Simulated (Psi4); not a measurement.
Psi4 input (wB97X-D/6-311+G**):

```
memory 1500 MB

molecule {
1 1
C    -1.20549100   -0.27413500   -0.01142600
C     0.10214600    0.02322800    0.00096800
C     1.29544700    0.29459200    0.01227800
H    -1.60592400   -1.04784100    0.64194200
H    -1.88926300    0.25301700   -0.67507000
H     2.34257800    0.53271500    0.02220300
symmetry c1
no_reorient
no_com
}

set {
  basis 6-311+G**
  reference rks
  scf_type pk
  dft_radial_points 99
  dft_spherical_points 590
  e_convergence 1e-8
  d_convergence 1e-7
  maxiter 150
}

e = energy('wb97x-d')
print_out(f'\nFINAL {e:.10f} DIPOLE {variable("CURRENT DIPOLE")[0]:.6f} {variable("CURRENT DIPOLE")[1]:.6f} {variable("CURRENT DIPOLE")[2]:.6f}\n')
```

From the output:

```
      62A      1.815567    63A      1.973687    64A      2.182352
      65A      2.300444    66A      2.318074    67A      2.338087
      68A      2.443863    69A      2.489445    70A      2.524907
      71A      2.527930    72A      2.592903    73A      2.717218
      74A      2.793825    75A      2.819013    76A      2.885666
      77A      3.007014    78A      3.148921    79A      3.349350
      80A      3.531827    81A      3.862481    82A     23.337955
      83A     23.816832    84A     24.977710

    Final Occupation by Irrep:
              A
    DOCC [    10 ]
    NA   [    10 ]
    NB   [    10 ]

  @RKS Final Energy:  -115.66675812529473

   => Energetics <=

    Nuclear Repulsion Energy =             53.7205435537417202
    One-Electron Energy =                -254.8574560440370362
    Two-Electron Energy =                  97.1237389250689063
    DFT Exchange-Correlation Energy =     -11.6528448833327598
    Empirical Dispersion Energy =          -0.0007396767355694
    VV10 Nonlocal Energy =                  0.0000000000000000
    Total Energy =                       -115.6667581252947343

Computation Completed

Properties will be evaluated at   0.000000,   0.000000,   0.000000 [a0]

Properties computed using the SCF density matrix

 Multipole Moments:

 ------------------------------------------------------------------------------------
     Multipole            Electronic (a.u.)      Nuclear  (a.u.)        Total (a.u.)
 ------------------------------------------------------------------------------------

 L = 1.  Multiply by 2.5417464519 to convert [e a0] to [Debye]
 Dipole X            :         -0.1847380            0.0000057           -0.1847324
 Dipole Y            :         -0.0420107            0.0000019           -0.0420088
 Dipole Z            :         -0.0017418           -0.0000094           -0.0017512
 Magnitude           :                                                    0.1894567

 ------------------------------------------------------------------------------------

FINAL -115.6667581253 DIPOLE -0.184732 -0.042009 -0.001751

*** Psi4 exiting successfully. Buy a developer a beer!
```

The dipole moment of an ion depends on the origin.

The geometry given is a B3LYP-D3(BJ)/def2-TZVP minimum.
